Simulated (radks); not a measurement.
Problem. All-electron atom: the nitrogen ion N2+ in [He] 2s2 2p1. Calculated with a radial shooting solver on a logarithmic mesh with Libxc functionals: non-relativistic Kohn-Sham, exchange-only r2SCAN, spin-polarised, spherical densities, point nucleus; open shells are filled with parallel spins first; meta-GGA in the generalised Kohn-Sham scheme. Some entries of the table are withheld. Estimate them.

orbital,occ.,eigenvalue (eV),<1/r> (bohr^-1)
1s up,1,-428.3336,6.642
1s down,1,-427.2072,6.658
2s up,1,(1),(2)
2s down,1,(3),(4)
2p up,1,-37.7726,1.141
2p down,0,-34.0729,1.107

Solution. 
(1) 2s up eigenvalue (eV): -50.8016
(2) 2s up <1/r> (bohr^-1): 1.241
(3) 2s down eigenvalue (eV): -47.0960
(4) 2s down <1/r> (bohr^-1): 1.206
